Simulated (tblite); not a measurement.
Start geometry of `CSc1[c]oc(=O)cc1` [radical] from a force field or distance geometry (Å):
```
atom  x, y, z in Å
C1     2.8746    0.2749   -0.0113
S2     1.7501   -1.0012   -0.6399
C3     0.2240   -0.4067   -0.2253
C4    -0.0642    0.7126    0.3641
O5    -1.0838    1.4263    0.8172
C6    -2.2917    0.8008    0.5401
O7    -3.3718    1.2793    0.8484
C8    -2.1956   -0.5305   -0.1648
C9    -1.0189   -1.1004   -0.5283
H10    2.6689    1.2317   -0.5026
H11    2.7547    0.3958    1.0696
H12    3.8951   -0.0171   -0.2184
H13   -3.1586   -1.0106   -0.3602
H14   -0.9834   -2.0555   -1.0407
```

Task: What comes out of this run: GFN2-xTB geometry optimisation, gas phase in tblite 0.8.0?

Result: 
```
atom  x, y, z in Å
C1     2.8480    0.2695   -0.0130
S2     1.7652   -1.0340   -0.6524
C3     0.2065   -0.3586   -0.2076
C4     0.0320    0.8269    0.4265
O5    -1.0877    1.3443    0.7634
C6    -2.3412    0.7311    0.5087
O7    -3.3308    1.3072    0.8665
C8    -2.2100   -0.5293   -0.1633
C9    -1.0045   -1.0471   -0.5036
H10    2.6162    1.2039   -0.5153
H11    2.6988    0.3637    1.0584
H12    3.8660   -0.0374   -0.2303
H13   -3.1332   -1.0420   -0.3809
H14   -0.9261   -1.9989   -1.0089
```

The energy falls by 0.609 eV over 21 L-BFGS steps, the largest force on an atom goes from 4.57 to 0.007 eV/Å, and the atoms move by 0.073 Å rms after alignment. The bond that changes most is C6–C8 (ends: carbon bonded to C and 2 O; carbon bonded to 2 C and H), which shortens by 0.075 Å. Bonds longer at the end by more than 0.005 Å: 3 of 14; shorter: 7. Among the angles that change most is C3–C4–O5, from 142.3° to 126.1°. Rotational constants go from 4114, 815.7, 683.7 to 4202, 817.7, 687.5 MHz. The orientation of the end geometry is arbitrary; only internal coordinates are fixed.

GFN2-xTB frequencies show an imaginary mode (105i cm⁻¹), so the point is no minimum at that level.

One conformer stands for the species.

All values are computed, not measured.
